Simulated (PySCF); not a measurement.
CH5Cl2NSi, SMILES Cl[Si](C)(N)Cl. The structure is a stationary point at PBE-D3(BJ)/def2-SVP. The structure was generated by enumeration, and PubChem lists no compound with its InChIKey, so it may never have been made. One conformer was computed; it need not be the lowest.

Problem. Give the equilibrium geometry at PBE-D3(BJ)/def2-SVP (PySCF confirms it by a frequency run) as Cartesian coordinates in Å. (The exact figures need the calculation; the answer reports its results.)

Solution. One answer among several that fit: 
```xyz
10

C      1.6587    -1.1846     0.3534
Si     0.0352    -0.3521    -0.0265
N     -1.1812    -1.5107    -0.4234
Cl     0.3830     1.0718    -1.5281
Cl    -0.6787     0.6949     1.6216
H      1.5373    -1.8914     1.1978
H      2.0243    -1.7439    -0.5320
H      2.4239    -0.4302     0.6209
H     -2.1511    -1.1868    -0.4779
H     -0.9843    -2.1687    -1.1834
```
